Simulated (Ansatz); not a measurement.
The molecule MgB+, multiplicity 3 (an upper state: multiplicity 1 came lower at CCSD(T)/def2-TZVPP on PBE0 minima).

Constants: fifth-degree fit in 1/R to seven points, most abundant isotopes. Runs in def2 and cc sets follow the lowest solution found near the PBE0 minimum.

Correlated levels freeze the inner cores; with def2 sets outer-core shells near the valence are correlated too.

Codes used: Ansatz (a program for electronic structure) with Gaussian orbitals. 

**Question.** What bond length and harmonic frequency does wB97X-V/def2-TZVPP give?

**Answer.** r_e = 2.246 Å, ω_e = 431 cm⁻¹.

**Question.** What bond length and harmonic frequency does CCSD/def2-TZVPP give?

**Answer.** r_e = 2.282 Å, ω_e = 395 cm⁻¹.

**Question.** What bond length and harmonic frequency does CCSD(T)/def2-TZVPP give?

**Answer.** r_e = 2.276 Å, ω_e = 405 cm⁻¹.
